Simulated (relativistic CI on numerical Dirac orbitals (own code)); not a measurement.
# Ti4+ in a cubic cluster: 3s photoemission with charge transfer

Computed with a charge-transfer multiplet model of a cubic metal-ligand cluster with up to 2 ligand holes, Slater and spin-orbit integrals from Dirac-Coulomb-Breit ions, Slater integrals scaled by 0.8. The ground state mixes d0 with configurations of k ligand holes L, whose averages lie at kΔ + k(k − 1)U_dd/2; a core hole lowers each added d electron by U_cd. 300 K, Lorentzian 1.4 eV and Gaussian 0.8 eV FWHM.

Atomic integrals in eV (Slater integrals scaled, ζ unscaled), ground: F2dd 6.578, F4dd 4.090, zeta_d 0.013; with the core hole: F2dd 6.578, F4dd 4.090, zeta_d 0.022, G2cd 8.461. Where a configuration has fewer than two d electrons, the dd integrals are those of d2.

Cluster parameters (eV): Δ = 4.4, U_dd = 5.4, U_cd = 6.9, 10Dq = 0.55, 10Dq(ligand) = 0.9, final-state hopping factor = 0.8.

```tsv
Case	n_d	d0	d1L	d2L2	S
V(eg) = 1.05 eV, V(t2g) = -0.44 eV	0.21	0.80	0.19	0.01	0.00
V(eg) = 1.95 eV, V(t2g) = -0.82 eV	0.43	0.61	0.35	0.04	0.00
V(eg) = 2.25 eV, V(t2g) = -0.95 eV	0.49	0.56	0.39	0.05	0.00
V(eg) = 2.55 eV, V(t2g) = -1.07 eV	0.54	0.52	0.41	0.06	0.00
V(eg) = 2.85 eV, V(t2g) = -1.2 eV	0.58	0.49	0.43	0.08	0.00
```

Weights, n_d and S are thermal averages at 300 K. Binding energies count from the first peak over 30 % of the highest in each spectrum, which can be another peak from case to case. The parameters are a model scan and need not match a compound or its usual spin state. Peaks in eV (height, largest 100):
- V(eg) = 1.05 eV, V(t2g) = -0.44 eV: 0.0 (100), 3.5 (71), 5.7 (90)
- V(eg) = 1.95 eV, V(t2g) = -0.82 eV: 0.0 (100), 4.8 (29), 7.9 (26)
- V(eg) = 2.25 eV, V(t2g) = -0.95 eV: 0.0 (100), 5.2 (22), 8.6 (20)
- V(eg) = 2.55 eV, V(t2g) = -1.07 eV: 0.0 (100), 5.6 (17), 9.4 (17)
- V(eg) = 2.85 eV, V(t2g) = -1.2 eV: 0.0 (100), 6.0 (14), 10.3 (14)

Curve for V(eg) = 1.95 eV, V(t2g) = -0.82 eV (points under 2 left out, the grid thinned):

```csv
E (eV),Intensity
-3.3,5.5
-2.9,7.0
-2.6,8.6
-2.2,11.7
-1.8,16.9
-1.5,23.2
-1.1,37.7
-0.7,62.1
-0.4,84.0
0.0,100.0
0.4,86.3
0.7,64.9
1.1,40.1
1.5,25.3
1.9,17.5
2.2,14.3
2.6,11.9
3.0,11.2
3.3,11.8
3.7,14.6
4.1,20.2
4.4,25.2
4.8,28.7
5.2,25.1
5.5,20.2
5.9,15.3
6.3,13.8
6.6,14.8
7.0,18.4
7.4,23.1
7.7,25.4
8.1,25.0
8.5,20.7
8.9,15.3
9.2,12.2
9.6,9.6
10.0,8.2
10.3,7.4
10.7,6.2
11.1,5.0
11.4,4.2
11.8,3.3
12.2,2.7
12.5,2.4
12.9,2.1
```

A d0 ion has no d-d gap: its lowest excitations are ligand-to-metal charge transfer. With the core hole the average of the configuration with one ligand hole lies at Δ − U_cd = -2.5 eV before mixing: the effective hopping of about 3.4 eV (from the holes of the mixed ground state) is comparable with this gap or larger, so the configurations mix strongly.

Without intra-shell correlation the exchange splitting of the 3s hole comes out too large.
